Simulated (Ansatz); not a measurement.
An input meant for Ge(CCH)H3 (C₂H₄Ge) (charge 0, singlet).

```yaml
crystal:
  periodic: [false, false, false]
  atoms:
    - {symbol: Ge, position_ang: [0.003596, 0.009021, -1.098930]}
    - {symbol: C, position_ang: [-0.003233, -0.000423, 0.796739]}
    - {symbol: C, position_ang: [-0.008011, -0.016858, 2.004657]}
    - {symbol: H, position_ang: [-0.008794, -0.025265, 3.069613]}
    - {symbol: H, position_ang: [1.453950, 0.016445, -1.585146]}
    - {symbol: H, position_ang: [-0.723177, 1.262954, -1.588209]}
    - {symbol: H, position_ang: [-0.714330, -1.245873, -1.598723]}
basis:
  gaussian: {orbitals: "6-31G*"}
magnetization: {spin_polarized: true, initial_magnetization: 6}
hamiltonian: {xc: {name: B3LYP5}}
scf: {lower_state_search: full}
output: {forces: true}
```

```sh
$ ansatz run in.yaml --threads 4 --pin off --events-out ev --progress --plain --max-ram 3916MiB
```

It prints (some lines left out):

```
Functional definition: B3LYP5
726 factors; integrals over basis functions are off by at most 6.2e-4 eV
mean field evaluation 1: about -58614.2605 eV, gradient 3.9e1 eV
mean field evaluation 2: about -58614.4114 eV, gradient 3.9e1 eV
mean field evaluation 4: about -58623.6067 eV, gradient 6.3e0 eV
mean field evaluation 8: about -58624.1430 eV, gradient 2.4e-1 eV
mean field evaluation 16: about -58624.1586 eV, gradient 1.1e-1 eV
mean field evaluation 32: about -58624.2159 eV, gradient 1.8e-5 eV
mean field evaluation 64: about -58624.2128 eV, gradient 3.0e-2 eV
mean field evaluation 96: about -58624.2113 eV, gradient 1.9e-1 eV
mean field evaluation 128: about -58614.5712 eV, gradient 1.5e1 eV
mean field evaluation 160: about -58624.1146 eV, gradient 2.5e0 eV
mean field evaluation 192: about -58480.8904 eV, gradient 1.7e2 eV
mean field evaluation 224: about -58624.1733 eV, gradient 1.3e-1 eV
mean field evaluation 256: about -58624.2087 eV, gradient 1.0e0 eV
mean field evaluation 288: about -58596.5697 eV, gradient 5.2e1 eV
mean field evaluation 320: about -58623.7053 eV, gradient 6.1e0 eV
mean field evaluation 352: about -58624.2046 eV, gradient 1.1e-1 eV
mean field evaluation 384: about -58624.1600 eV, gradient 2.1e-1 eV
mean field -58624.21669368 eV, -2154.4002265715 hartree, gradient 3.4e-7 eV, S^2 12.019388; 24 other end points of the search recorded, 0 dependent functions left out
reference -58624.21693900 eV, -2154.4002355868 hartree; 27, 21 occupied and 46, 52 virtual orbitals, 726 factors
Total energy: -58624.21693900 eV, -2154.4002355868 hartree
Atom 0 at     0.003596     0.009021    -1.098930 Å, force     1.369764     2.651199     0.633368 eV/Å
Atom 1 at    -0.003233    -0.000423     0.796739 Å, force     0.212368     0.572980   -23.954548 eV/Å
Atom 2 at    -0.008011    -0.016858     2.004657 Å, force    -0.134830    -0.402810    23.971634 eV/Å
Atom 3 at    -0.008794    -0.025265     3.069613 Å, force    -0.027551    -0.064470     0.007018 eV/Å
Atom 4 at     1.453950     0.016445    -1.585146 Å, force     1.713021    -0.788128     0.106417 eV/Å
Atom 5 at    -0.723177     1.262954    -1.588209 Å, force    -1.468120     0.988414     0.151398 eV/Å
Atom 6 at    -0.714330    -1.245873    -1.598723 Å, force    -1.664652    -2.957185    -0.915289 eV/Å
Dipole moment:    -0.088430    -0.175225     0.393004 e Å
```

Q: Something in this input is off. What?

A: The spin is set far too high (6 unpaired electrons typed, 0 in the singlet as meant). The calculation finished and met its thresholds. The result belongs to that input, not to the species as meant.
